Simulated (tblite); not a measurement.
Compound: C3H10NPSi2.
SMILES with atom numbers: `[CH3:1][C:2]#[C:3][Si@:4]([NH2:5])([SiH3:6])[PH2:7]` (hydrogens: H8, H9, H10 on C1; H11, H12 on N5; H13, H14, H15 on Si6; H16, H17 on P7)

Computed geometry: GFN2-xTB, gas phase.

List the bond lengths and angles at this level.

| bond | length (bohr) | order |
| --- | --- | --- |
| C1–C2 | 2.732 | single |
| C2≡C3 | 2.281 | triple |
| C3–Si4 | 3.525 | single |
| Si4–N5 | 3.269 | single |
| Si4–Si6 | 4.386 | single |
| Si4–P7 | 4.284 | single |
| C1–H8, C1–H9, C1–H10 | 2.060 | single |
| N5–H11, N5–H12 | 1.903 | single |
| Si6–H13, Si6–H14, Si6–H15 | 2.768 | single |
| P7–H16, P7–H17 | 2.613 | single |

Bonds in one row agree within 0.02 bohr and their mean is given. Orders are formal, as drawn. A selection of angles:
| angle | degrees |
| --- | --- |
| C2–C1–H8 | 109.9 |
| H8–C1–H9 | 108.9 |
| C1–C2–C3 | 179.3 |
| C2–C3–Si4 | 177.0 |
| C3–Si4–N5 | 113.4 |
| C3–Si4–Si6 | 110.4 |
| C3–Si4–P7 | 107.4 |
| N5–Si4–Si6 | 108.4 |
| N5–Si4–P7 | 102.0 |
| Si6–Si4–P7 | 115.2 |
| Si4–N5–H11 | 119.9 |
| H11–N5–H12 | 110.3 |
| Si4–Si6–H13 | 113.8 |
| Si4–Si6–H14 | 110.2 |
| Si4–Si6–H15 | 112.1 |
| H13–Si6–H14 | 106.8 |
| Si4–P7–H16 | 94.8 |
| Si4–P7–H17 | 93.8 |
| H16–P7–H17 | 91.9 |

N5 (silicon-bound nitrogen) has angles 119.9°, 119.9° and 110.3°, sum 350.1°, 0.22 Å off the plane of its three neighbours. Si6 (SiH3 silicon) is distorted tetrahedral (angles from 106.6° to 113.8°). Si4 (four-coordinate silicon) is distorted tetrahedral (angles from 102.0° to 115.2°). The C–C distances run from 1.207 Å (C2≡C3, drawn triple) to 1.446 Å (C1–C2, drawn single), a spread of 0.239 Å. P7 (three-coordinate phosphorus) is pyramidal (angles 94.8°, 93.8° and 91.9°, sum 280.5°, 0.85 Å off the plane of its three neighbours).

Point group: C1 (no symmetry element, even within 0.4 Å). GFN2-xTB frequencies show an imaginary mode (26i cm⁻¹), so the point is no minimum at that level. Torsions: C3–Si4–N5–H 77° and -65°, C3–Si4–P7–H -25° and 67°. 2 starts were optimised and ended at 0.00 and 0.47 kcal/mol (GFN2-xTB); the lowest of these is shown.
